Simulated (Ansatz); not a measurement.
```xyz
10

N     0.7763    0.8964    1.2888
C    -0.1088    0.0106    0.6701
F    -0.9775   -0.4275    1.6088
O     0.5461   -1.0659    0.0535
Si   -0.3053   -0.7411   -1.3500
O    -0.8823    0.5185   -0.4284
H     1.4288    1.2911    0.6272
H     0.2769    1.6271    1.7769
H    -1.2918   -1.7677   -1.7484
H     0.5376   -0.3413   -2.4986
```

The species carries charge 0 and has multiplicity 1.

(1) List the B3LYP/def2-TZVPP orbital energies in eV (the Gaussian-basis code of Ansatz). (Estimate.)

Answers

(1) Computed: Occupied: -1800.57, -671.86, -521.10, -520.95, -389.92, -282.85, -144.96, -100.35, -100.28, -100.24, -33.95, -30.04, -26.95, -25.03, -17.96, -15.59, -15.09, -14.77, -14.27, -13.36, -11.74, -11.48, -11.22, -10.76, -9.42, -9.29, -9.09, -7.88. Lowest empty: -0.90, 0.31, 1.18, 1.31, 2.22, 3.32, 3.75, 3.90.

B3LYP here is the variant with VWN-RPA as its local correlation; programs differ in this.
